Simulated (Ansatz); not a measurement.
A nudged elastic band was laid between two geometries of AlF$_{3}$H$_{2}$ (6 atoms, charge 0, multiplicity 1).

All numbers below come from RKS B3LYP-D4/def2-SVP in Ansatz.

```
movable images  : 5
climbing image  : yes
spring          : 5.0 eV/Å²
optimiser       : quadratic models (default)
start path      : through a guess of the saddle point
force threshold : 0.05 eV/Å
iteration limit : 60
end points      : relaxed
```

Image 0:

```xyz
6
Properties=species:S:1:pos:R:3
Al 0.005 0.069 0.104
H 0.003 0.625 1.580
F 1.421 0.082 -0.770
F -1.425 0.010 -0.747
F 0.058 -1.850 0.753
H 0.065 -1.835 1.692
```

Image 6:

```xyz
6
Properties=species:S:1:pos:R:3
Al 0.019 -0.596 -0.226
H 0.013 0.159 1.846
F 1.420 0.208 -0.563
F -1.424 0.139 -0.538
F 0.062 -2.208 0.141
H 0.038 -0.601 1.951
```

Q: Which bonds break or form, and what moves?

A: Bonds broken: Al1–H2, F5–H6. Bonds formed: H2–H6. AlF3H2 becomes AlF3 + H2.

Q: Give the energies along the band, and the barrier.

A: The run converged. The highest image is number 3 of 0 to 6, 0.180 eV above the first end and 1.233 eV above the last; the last end lies 1.053 eV below the first. A vibrational analysis at the climbing image gives one clearly imaginary mode, 746i cm⁻¹: a first-order saddle point. The orbitals stay closed-shell, which can raise the energy where a bond breaks towards radicals; this wasn't checked here.

```
image  path coordinate (Å)  energy (eV)  Al1–H2 (Å)  F5–H6 (Å)  H2–H6 (Å)
    0                 0.00        0.000        1.58       0.94       2.46
    1                 0.32        0.024        1.59       0.95       2.03
    2                 0.64        0.091        1.61       0.97       1.61
    3                 0.96        0.180        1.68       1.08       1.21
    4                 1.36       -0.418        1.85       1.49       0.86
    5                 1.77       -0.957        2.09       1.95       0.77
    6                 2.18       -1.053        2.20       2.42       0.77
```

Q: What is the geometry of the highest image?

A: 
```xyz
6
Properties=species:S:1:pos:R:3
Al 0.011 -0.174 0.025
H 0.020 0.065 1.687
F 1.431 0.154 -0.757
F -1.436 0.088 -0.733
F 0.058 -1.887 0.800
H 0.044 -1.144 1.589
```

Q: What are the harmonic wavenumbers there?

A: 746i, 169, 229, 318, 469, 698, 795, 962, 1147, 1176, 1690, 2146 cm⁻¹.

Run time: 100 s on 1 thread of Arm Neoverse V1 (shared host), peak memory 0.13 GiB.
